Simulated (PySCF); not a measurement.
Dipole response of Mn²⁺ (manganese, charge +2)

[Ar] 3d5, high-spin 6S determinant. Computed with PySCF 2.14 in aug-cc-pVTZ with one added diffuse shell each of s, p, d, f, g type (9s8p6d4f3g, 118 functions), with no relativity, point nucleus. Coupled (time-dependent) response in atomic units; α is the mean over directions.

| method | mean α (bohr³) | C₆ (like pair) | S(−4) |
| --- | --- | --- | --- |
| PBE0 | 3.792 | 11.17 | 7.901 |

S(−4) is the Cauchy moment in α(ω) = α(0) + S(−4) ω² + …

α(iu) at PBE0:

| u (hartree) | α(iu) (bohr³) |
| --- | --- |
| 0 | 3.792 |
| 0.0500 | 3.773 |
| 0.100 | 3.716 |
| 0.200 | 3.519 |
| 0.300 | 3.262 |
| 0.500 | 2.751 |
| 0.750 | 2.250 |
| 1.00 | 1.879 |
| 1.50 | 1.371 |
| 2.00 | 1.043 |
| 3.00 | 0.6563 |
| 5.00 | 0.3244 |

A single London oscillator, α(iu) = α/(1 + u²/ω²), gives C₆ = (3/4) ω α². Matching the computed C₆ needs ω = 4 × 11.17 / (3 × 3.792²) = 1.04 hartree.

For an ion, C₆ is the dispersion term alone; charge-induced terms of lower order in 1/R come first.
